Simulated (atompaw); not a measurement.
**An all-electron radial function and its pseudo partner (technetium (Tc))**

Columns: radius, all-electron u(r) and pseudo u(r) of the 5s shell (level -11.39 eV) of technetium in the configuration [Kr] 4d5 5s1 5p0; PBE, scalar-relativistic, PAW (atompaw) scheme, atompaw 4.2.0.5.

| r (bohr) | all-electron | pseudo |
| --- | --- | --- |
| 0.115 | -0.1222 | 0.0495 |
| 0.231 | 0.1314 | 0.0992 |
| 0.346 | 0.1849 | 0.1478 |
| 0.462 | 0.0323 | 0.1960 |
| 0.577 | -0.1498 | 0.2426 |
| 0.692 | -0.2729 | 0.2878 |
| 0.808 | -0.3170 | 0.3317 |
| 0.923 | -0.2922 | 0.3733 |
| 1.038 | -0.2195 | 0.4127 |
| 1.154 | -0.1178 | 0.4501 |
| 1.269 | -0.0051 | 0.4846 |
| 1.385 | 0.1093 | 0.5167 |
| 1.500 | 0.2163 | 0.5456 |
| 1.615 | 0.3127 | 0.5716 |
| 1.731 | 0.3974 | 0.5946 |
| 1.846 | 0.4681 | 0.6143 |
| 1.962 | 0.5264 | 0.6309 |
| 2.077 | 0.5720 | 0.6440 |
| 2.192 | 0.6065 | 0.6538 |
| 2.308 | 0.6312 | 0.6603 |
| 2.423 | 0.6467 | 0.6633 |
| 2.538 | 0.6547 | 0.6631 |
| 2.654 | 0.6559 | 0.6594 |
| 2.769 | 0.6515 | 0.6526 |
| 2.885 | 0.6422 | 0.6424 |
| 3.000 | 0.6291 | 0.6291 |

(1) How many radial nodes do the two functions have?

(2) Where does each function peak?

(3) Is the pseudo-wave norm-conserving?

Answers

(1) The all-electron 5s function has n − l − 1 = 4 (the table is too coarse to show those close to the nucleus); the pseudo-wave has 0, since the states of the same l below it are removed with the core.

(2) Outermost all-electron maximum near 2.65 bohr, pseudo maximum near 2.42 bohr (to the table’s step).

(3) No, it belongs to a PAW set: the norm inside the radius is not constrained, and the difference is carried by the augmentation charge.
